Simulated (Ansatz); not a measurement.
Consider the ligand exchange at the Si–O bond: `N[Si](O)(F)F` + CH₃OH → `CO[Si](N)(F)F` + H₂O.

Computed with Ansatz on PBE0-D4/def2-TZVP structures; ΔE is electronic, products minus reactants. CCSD(T)/CBS adds triple-zeta CCSD(T) − MP2 to the extrapolated MP2 energy (def2 sets, frozen cores). This one scheme is used for every species. Functionals use def2-TZVPP. B3LYP here is the variant with VWN-RPA as its local correlation; programs differ in this. HSE06 is defined as in plane-wave codes. One conformer a species, not always the lowest.

```csv
level,ΔE (kJ/mol),difference from CCSD(T)/CBS
LDA (SPW92),-0.1,3.6
PBE-D4,-0.3,3.4
revPBE-D4,-1.9,1.8
r2SCAN-D4,-0.1,3.6
B97M-V,0.5,4.2
B3LYP-D4,-3.7,0.0
CAM-B3LYP-D4,-3.1,0.6
ωB97X-V,-1.7,2.0
B2PLYP,0.1,3.8
BLYP,3.1,6.8
HSE06,2.3,6.0
BHLYP,0.6,4.3
MP2/def2-SVP,-2.8,0.9
SCS-MP2/def2-QZVPP,-2.7,1.0
HF/CBS(def2),0.5,4.2
MP2/CBS(def2),-4.4,-0.7
CCSD(T)/CBS,-3.7,0
```

Largest T1 diagnostic among the species: 0.011.

Leaving LDA and LC-ωPBE aside and taking each functional with its dispersion term where it has one, the values, not all of them listed here, spread over 4.7 kJ/mol, from BHLYP-D4 to B97M-V. LDA lies −3.3 kJ/mol from PBE without D4. The D4 term adds −5.5 kJ/mol with B3LYP and −3.2 kJ/mol with PBE0; it sums over pairs of atoms, weighted by their polarisabilities, and B3LYP, whose exchange is more repulsive, gets the larger term.
